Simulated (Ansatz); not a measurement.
The first iterations of a band of C3H7FGe (12 atoms, charge 0, multiplicity 1).

All numbers below come from Ansatz, RKS BLYP/def2-SVP.

```
movable images  : 5
climbing image  : yes
spring          : 5.0 eV/Å²
optimiser       : quadratic models (default)
start path      : IDPP
force threshold : 0.05 eV/Å
iteration limit : 60
end points      : relaxed
```

First end point:

```xyz
12
Properties=species:S:1:pos:R:3
C -1.752 1.240 -0.180
C -0.443 0.573 0.131
F 0.286 1.303 1.038
C 0.071 -0.577 -0.342
Ge 1.825 -1.279 0.200
H -1.581 2.256 -0.593
H -2.351 1.367 0.746
H -2.339 0.651 -0.909
H -0.535 -1.140 -1.068
H 2.060 -2.617 -0.556
H 1.873 -1.546 1.730
H 2.963 -0.285 -0.163
```

Last end point:

```xyz
12
Properties=species:S:1:pos:R:3
C -1.640 1.215 -0.704
C -0.320 0.556 -0.371
F 0.743 1.195 -0.957
C -0.085 -0.527 0.394
Ge 1.710 -1.253 0.724
H -1.470 2.089 -1.360
H -2.159 1.563 0.213
H -2.320 0.513 -1.226
H -0.958 -1.019 0.851
H 2.393 -1.690 -0.602
H 1.564 -2.493 1.650
H 2.620 -0.204 1.422
```

| iteration | highest image above the first end (eV) | largest band force component (eV/Å) |
| --- | --- | --- |
| 1 | 0.131 | 0.370 |
| 2 | 0.091 | 0.231 |
| 3 | 0.090 | 0.154 |

Question: Does the band converge within its limit, and where does its top end?

Answer: The run converged. It ended after 10 iterations with the highest image 0.090 eV above the first end. The highest image is an end point: on this band no image between the ends rises above it. Between wells the path still climbs a hump at image 2, 0.02 eV above the well before it.

Time of the run: 2.7 min on 2 threads of Arm Neoverse V1 (shared host), peak memory 0.16 GiB.
